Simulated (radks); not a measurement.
All-electron atom: P3+ in [Ne] 3s2 (the NIST ground configuration). All-electron calculation, non-relativistic Kohn-Sham, OLYP, spin-polarised, spherical densities, point nucleus. Program: a radial shooting solver on a logarithmic mesh with Libxc functionals.

Radial electron density D(r) = 4 pi r^2 rho(r):

r (bohr)  D(r) (e/bohr)
0.01081           2.329
0.01219           2.841
0.01363           3.404
0.01537           4.108
0.01733           4.925
0.01939           5.795
0.02186           6.842
0.02465           8.005
0.02779           9.267
0.03108           10.51
0.03505           11.88
0.03951           13.23
0.0442            14.42
0.04983           15.53
0.05618           16.40
0.06284           16.92
0.07085           17.09
0.07989           16.84
0.09007           16.17
0.1007            15.22
0.1136            13.99
0.1281            12.72
0.1433            11.69
0.1615            10.95
0.1821            10.74
0.2037            11.09
0.2297            11.99
0.259             13.24
0.292             14.55
0.3266            15.51
0.3682            15.97
0.4151            15.61
0.4643            14.49
0.5236            12.58
0.5903            10.19
0.6603            7.851
0.7444            5.578
0.8394            3.802
0.9464            2.626
1.059             2.021
1.193             1.749
1.346             1.663
1.505             1.587
1.697             1.409
1.913             1.119
2.14             0.8059
2.413            0.5007
2.721            0.2733
3.068            0.1295
3.431           0.05543
3.869           0.01835
4.362          0.004822
4.879          0.001105
5.501         0.0001751

D(r) has 2 maxima, at r = 0.0703, 0.371 bohr, and minima at 0.179 bohr, inside which lie 2.19 electrons.
